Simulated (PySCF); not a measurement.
Al(CF3)(H)(OH) (CH2AlF3O), SMILES [OH][AlH][C](F)(F)F.

Coordinates come from a TPSSh-D3(BJ)/def2-SVP optimisation. The structure was generated by enumeration; whether it is a known compound was not checked. One conformer was computed; it need not be the lowest.

Two levels are set side by side: PBE/def2-TZVP (PySCF) and CAM-B3LYP/def2-TZVP (PySCF). Same geometry, gas phase. Differences are taken from unrounded values.

```
quantity                       PBE
---------------------------  -----
orbital gap (eV)              5.05
highest occupied level (eV)  -7.23
lowest empty level (eV)      -2.18
dipole moment (D)             3.24
mean polarisability (bohr³)   44.3
```

Task: These are the PBE values. What does CAM-B3LYP give? (An estimate is asked for; the answer gives what the named calculation found.)

Result: 
```
quantity                     CAM-B3LYP  PBE minus CAM-B3LYP
---------------------------  ---------  -------------------
orbital gap (eV)                  9.70                -4.65
highest occupied level (eV)     -10.24                 3.01
lowest empty level (eV)          -0.54                -1.64
dipole moment (D)                 3.64                -0.40
mean polarisability (bohr³)       40.9                  3.5
```

PBE's occupied levels lie high since its potential decays too fast outside the molecule; exact exchange lowers them and widens the gap. PBE's more diffuse valence density responds more strongly to a field. Differences between two approximate levels are no errors against the true value.

Rough cost on one machine, each run with all the roots and properties that it gave: CAM-B3LYP against PBE within a factor of 2.
